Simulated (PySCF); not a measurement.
**Ge²⁺ (germanium, charge +2) across methods**

[Ar] 3d10 4s2, closed-shell 1S. Calculation: PySCF 2.14, in aug-cc-pVQZ-PP with one added diffuse shell each of s, p, d, f, g type with ECP10MDF (8s7p6d4f3g, 114 functions); scalar relativity through the core potential.

```tsv
method	E (hartree)	mean ε 3p (eV)	mean ε 3d (eV)	mean ε 4s (eV)	Σ⟨r²⟩ (bohr²)	⟨S²⟩
PBE0	-293.6240	-142.41	-53.513	-30.190	19.18	0.000
r2SCAN	-293.5349	-139.32	-50.234	-29.516	19.13	0.000
r2SCANh	-293.5314	-141.74	-51.681	-29.909	19.14	0.000
PW91	-293.7715	-135.25	-49.893	-29.257	19.15	0.000
UHF	-292.52128	-163.15	-63.578	-32.444	19.40	0.000
LDA	-293.1850	-135.04	-49.939	-29.571	19.13	0.000
PBE	-293.6638	-135.12	-49.768	-29.136	19.17	0.000
revPBE	-293.7256	-135.09	-49.709	-28.997	19.18	0.000
```

Energies and moments cover only the electrons outside the core potential.
